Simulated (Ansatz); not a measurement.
Computed with Ansatz on PBE0-D4/def2-TZVP structures; ΔE is electronic, products minus reactants. CCSD(T)/CBS adds triple-zeta CCSD(T) − MP2 to the extrapolated MP2 energy (def2 sets, frozen cores). Functionals use def2-TZVPP. def2 core potentials past Kr. For Sn outer-core shells are correlated without core-valence functions, which leaves a few kJ/mol of doubt a bond. One conformer a species, not always the lowest.

Reaction (cleavage of the Si–Sn bond): `[F][SnH]([F])[SiH3]` + `OBCO` → `OCBO[SiH3]` + `[F][SnH2][F]`

`[F][SnH]([F])[SiH3]`:

Cartesian coordinates in Å:
```
F 1.409 1.422 -1.492
Sn 1.073 0.484 0.148
F 0.785 1.915 1.394
Si -1.161 -0.742 -0.123
H 2.574 -0.192 0.587
H -0.997 -1.780 -1.170
H -2.177 0.261 -0.519
H -1.505 -1.368 1.176
```

`OBCO`:

Z-matrix (Å, degrees):
```
C
B 1 1.561
O 1 1.413 2 115.9
H 1 1.102 2 108.3 3 123.7
H 1 1.102 2 108.3 3 -123.7
O 2 1.357 1 116.8 3 0.0
H 2 1.202 1 122.4 3 -180.0
H 3 0.961 1 107.7 2 -0.0
H 6 0.959 2 114.6 1 180.0
```

`OCBO[SiH3]`:

Cartesian coordinates in Å:
```
O 0.829 -2.635 0.521
C 1.126 -1.274 0.273
B -0.181 -0.428 0.081
O -0.047 0.895 -0.174
Si -1.156 2.094 -0.432
H 1.652 -3.114 0.632
H 1.704 -0.823 1.097
H 1.751 -1.146 -0.627
H -1.276 -0.921 0.154
H -2.534 1.551 -0.332
H -0.943 3.146 0.590
H -0.923 2.655 -1.784
```

`[F][SnH2][F]`:

```xyz
5

F    -1.325    0.979    0.769
Sn    0.140    0.054   -0.034
F    -0.551   -1.703   -0.313
H     1.352   -0.070    1.140
H     0.383    0.740   -1.562
```

```tsv
level	ΔE (kJ/mol)	difference from CCSD(T)/CBS
r2SCAN-D4	-33.0	6.3
PBE0-D4	-24.6	14.7
ωB97M-V	-41.2	-1.9
B2PLYP	-43.5	-4.2
r2SCAN	-32.8	6.5
PBE0	-25.0	14.3
HF/def2-TZVPP	-70.5	-31.2
MP2/def2-TZVPP	-46.4	-7.1
CCSD(T)/def2-TZVPP	-44.6	-5.3
SCS-MP2/def2-QZVPP	-50.9	-11.6
CCSD(T)/CBS	-39.3	0
```

Largest T1 diagnostic among the species: 0.014.

From PBE to PBE0 (25 % exact exchange), in def2-TZVPP and without D4, ΔE moves by −9.6 kJ/mol. In def2-TZVPP, CCSD(T) changes the Hartree–Fock value by +25.8 kJ/mol (the triples alone add +3.5 kJ/mol) and MP2 by +24.1 kJ/mol.
